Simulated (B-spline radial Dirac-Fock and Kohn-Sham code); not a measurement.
## Tc⁴⁺ 3p3/2: cross section and angular parameters

System: the Tc⁴⁺ ion, 1s2 2s2 2p6 3s2 3p6 3d10 4s2 4p6 4d3; threshold 479.2 eV (orbital energy of the model). Level of theory: Dirac-Hartree-Slater photoionisation with a Latter tail; cross sections with all multipoles, angular parameters from the dipole term and its interference with E2; a radial atomic solver.

| hν (eV) | σ (kb) | β | γ | δ |
| --- | --- | --- | --- | --- |
| 584 | 352 | 1.011 | 0.243 | 0.063 |
| 735 | 273 | 1.357 | 0.172 | 0.018 |
| 1000 | 175 | 1.551 | 0.010 | 0.003 |
| 1253.6 | 119 | 1.612 | -0.028 | 0.003 |
| 1370 | 101 | 1.625 | -0.023 | 0.003 |
| 1486.9 | 86.8 | 1.633 | -0.010 | 0.004 |
| 2370 | ? | ? | ? | ? |
| 2960 | 19.7 | 1.584 | 0.364 | 0.015 |
| 3660 | 11.8 | 1.540 | 0.542 | 0.021 |
| 4000 | 9.40 | 1.519 | 0.623 | 0.025 |
| 5410 | 4.26 | 1.432 | 0.911 | 0.041 |
| 6120 | 3.05 | 1.391 | 1.033 | 0.050 |
| 6950 | 2.14 | 1.346 | 1.160 | 0.061 |
| 8047.8 | 1.41 | 1.290 | 1.305 | 0.075 |
| 8050 | 1.41 | 1.290 | 1.306 | 0.075 |
| 9251.7 | 0.938 | 1.233 | 1.441 | 0.092 |
| 9320 | 0.917 | 1.230 | 1.448 | 0.093 |
| 12200 | 0.408 | 1.112 | 1.697 | 0.133 |

Question: Give the values at 2370 eV.

Answer: σ = 32.8 kb, β = 1.618, γ = 0.203, δ = 0.010.

Values without a named source are computed, but for edge energies of neutral atoms, which are taken from tables.
